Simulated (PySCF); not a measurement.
C3H3, SMILES [CH][C][CH2+] (connectivity only; charge and spin as stated), charge +1, multiplicity 1.

The structure is a stationary point at B3LYP-D3(BJ)/def2-TZVP.

Computed with M06-2X/def2-TZVPD run with PySCF.

Symmetry labels are those of the subgroup C2v that the program uses (full group C2v).

Computed valence orbital energies around the gap with their symmetry:
```tsv
orbital	symmetry	energy (eV)
HOMO−7	A1	-294.58
HOMO−6	A1	-32.06
HOMO−5	A1	-29.20
HOMO−4	A1	-24.02
HOMO−3	A1	-22.49
HOMO−2	B2	-21.86
HOMO−1	B1	-18.00
HOMO	B2	-16.67
LUMO	B1	-10.10
LUMO+1	B2	-5.15
LUMO+2	A1	-4.06
LUMO+3	B1	-3.41
```
